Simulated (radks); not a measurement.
Neutral ytterbium inside a hard spherical wall (all orbitals vanish at R), configuration held at [Xe] 4f14 6s2 and not refilled when levels cross. Method: scalar-relativistic Kohn-Sham, LDA (Slater exchange, VWN5 correlation), spin-polarised, spherical densities, finite nucleus; Fermi nuclear charge, rms radius 5.3108 fm; computed with a radial shooting solver on a logarithmic mesh with Libxc functionals. Eigenvalues in eV for spin up, with the zero of energy where the potential of the charges vanishes at infinity; a dash marks a level that is unbound or too diffuse for the functional's potential to be trusted. A positive occupied level is held by the wall or, in an anion where self-interaction has pushed it up, behind a barrier. The pressure on the wall is -dE/dV.

R (bohr)  E (hartree)  kinetic (hartree)    e(5s)    e(5p)   e(6s)   e(4f)  e(6p, empty)  e(5d, empty)  pressure (GPa)
free      -14049.5474          15302.830  -55.091  -27.596  -4.078  -3.255             -             -               0
20        -14049.5474          15302.830  -55.091  -27.596  -4.078  -3.255        -1.155        -0.829        < 0.0001
10        -14049.5458          15302.846  -54.974  -27.479  -3.983  -3.140        -0.845        -0.678          0.0397
8         -14049.5351          15302.919  -54.554  -27.066  -3.599  -2.729        -0.037        -0.226           0.442
6         -14049.4605          15303.281  -53.091  -25.645  -1.820  -1.278         3.067         1.401            5.57
5         -14049.3089          15303.891  -51.405  -24.041   1.022   0.448         7.573         3.468            23.3
4         -14048.8219          15305.737  -48.030  -20.864   8.678   4.099        18.756         8.034             128
3.5       -14048.1751          15308.195  -44.790  -17.735  17.553   7.808        30.820        12.700             355
2.5       -14042.9306          15327.437  -27.788    0.577  73.780  28.184        99.391        39.069            4540
